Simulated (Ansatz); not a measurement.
Computed with Ansatz on PBE0-D4/def2-TZVP structures; ΔE is electronic, products minus reactants. CCSD(T)/CBS adds triple-zeta CCSD(T) − MP2 to the extrapolated MP2 energy (def2 sets, frozen cores). DFT in def2-TZVPP. B3LYP here is the variant with VWN-RPA as its local correlation; programs differ in this. For Ge, Se outer-core shells are correlated without core-valence functions, which leaves a few kJ/mol of doubt a bond. Scalar relativity is left out up to krypton. One conformer a species, not always the lowest.

`[SiH3][SiH2][GeH2][SiH2][GeH3]` + `C=[C]([GeH3])[SeH]` → `[GeH3][SiH2][GeH2][SiH2][GeH3]` + `C=C([SiH3])[SeH]`  (redistribution)

`[SiH3][SiH2][GeH2][SiH2][GeH3]`:

Z-matrix (Å, degrees):
```
Si
Si 1 2.337
H 1 1.488 2 109.4
H 1 1.488 2 109.8 3 118.9
H 1 1.488 2 111.6 3 -120.4
Ge 2 2.382 1 109.4 3 -58.0
H 2 1.489 1 110.4 3 179.8
H 2 1.490 1 109.4 3 60.7
Si 6 2.381 2 108.7 1 51.4
H 6 1.540 2 110.0 1 -69.5
H 6 1.541 2 110.2 1 171.5
Ge 9 2.379 6 109.5 2 48.5
H 9 1.489 6 110.9 2 170.1
H 9 1.489 6 109.0 2 -70.7
H 12 1.538 9 111.6 6 177.9
H 12 1.538 9 110.2 6 57.2
H 12 1.538 9 109.9 6 -61.8
```

`C=[C]([GeH3])[SeH]`:

Z-matrix (Å, degrees):
```
Ge
C 1 1.945
H 1 1.536 2 109.8
H 1 1.537 2 108.6 3 -121.0
H 1 1.538 2 108.9 3 118.9
Se 2 1.907 1 117.9 3 -62.6
C 2 1.330 1 122.2 3 113.1
H 6 1.469 2 95.6 1 -26.3
H 7 1.087 2 122.8 1 -179.5
H 7 1.085 2 120.7 1 0.4
```

`[GeH3][SiH2][GeH2][SiH2][GeH3]`:

```xyz
17

Ge   -1.030    2.391    0.609
Si   -0.690    1.222   -1.435
Ge    1.378    0.044   -1.348
Si    1.460   -1.197    0.682
Ge   -0.551   -2.442    0.939
H     0.113    3.393    0.845
H    -2.362    3.161    0.603
H    -1.047    1.398    1.783
H    -1.792    0.239   -1.623
H    -0.713    2.176   -2.577
H     1.498   -0.912   -2.550
H     2.551    1.040   -1.413
H     1.592   -0.245    1.820
H     2.632   -2.115    0.700
H    -0.547   -3.260    2.241
H    -1.757   -1.487    0.969
H    -0.734   -3.407   -0.245
```

`C=C([SiH3])[SeH]`:

Cartesian coordinates in Å:
```
C -1.526 0.032 0.723
C -0.282 0.331 0.350
Si 0.668 -0.688 -0.887
Se 0.550 1.918 1.006
H -2.029 -0.837 0.312
H -2.090 0.628 1.435
H 1.982 -1.069 -0.306
H 0.919 0.104 -2.119
H -0.115 -1.908 -1.215
H 1.923 1.490 0.701
```

| level | ΔE (kJ/mol) | difference from CCSD(T)/CBS |
| --- | --- | --- |
| PBE-D4 | -26.8 | 1.0 |
| r2SCAN-D4 | -29.2 | -1.4 |
| PBE0-D4 | -27.7 | 0.1 |
| B3LYP-D4 | -30.5 | -2.7 |
| ωB97X-V | -27.0 | 0.8 |
| ωB97M-V | -31.7 | -3.9 |
| B2PLYP | -29.2 | -1.4 |
| PBE | -26.6 | 1.2 |
| r2SCAN | -29.3 | -1.5 |
| PBE0 | -27.5 | 0.3 |
| B3LYP | -30.1 | -2.3 |
| HF/def2-TZVPP | -29.6 | -1.8 |
| MP2/def2-TZVPP | -27.8 | 0.0 |
| SCS-MP2/def2-TZVPP | -27.3 | 0.5 |
| CCSD/def2-TZVPP | -26.6 | 1.2 |
| CCSD(T)/def2-TZVPP | -26.0 | 1.8 |
| HF/def2-QZVPP | -29.9 | -2.1 |
| MP2/def2-QZVPP | -29.0 | -1.2 |
| SCS-MP2/def2-QZVPP | -28.2 | -0.4 |
| HF/CBS(def2) | -30.0 | -2.2 |
| MP2/CBS(def2) | -29.7 | -1.9 |
| CCSD/CBS(def2) | -28.4 | -0.6 |
| CCSD(T)/CBS | -27.8 | 0 |

Largest T1 diagnostic among the species: 0.013.
